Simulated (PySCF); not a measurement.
AlI₂, SMILES [I][Al+][I], charge +1. Geometry: B3LYP-D3(BJ)/def2-SVP. The spin state was assumed, not searched. The isomer is the one that the SMILES or the coordinates give; other isomers of the formula were not compared. The def2 effective core potentials stand for the cores of I; spin–orbit coupling is left out.

Level of theory: B3LYP-D3(BJ)/def2-SVP run with PySCF.

Harmonic wavenumbers (cm⁻¹): 92, 92, 177, 571. Rotational constants (GHz): 0.3535 (linear); symmetry number 2.

Problem. Work out the zero-point energy and the ideal-gas rigid-rotor harmonic-oscillator thermochemistry at 298.15 K and 1 atm.

Solution. ZPE = ½ Σ hcν = ½ × 933 cm⁻¹ = 1.33 kcal/mol. H − E(el) = 4.83 kcal/mol. Entropy in cal/(mol K): translation 42.80, rotation 20.03, vibration 10.08, total 72.91. G − E(el) = -16.91 kcal/mol. Cp = 13.83 cal/(mol K). Modes under 150 cm⁻¹ make the vibrational entropy uncertain.
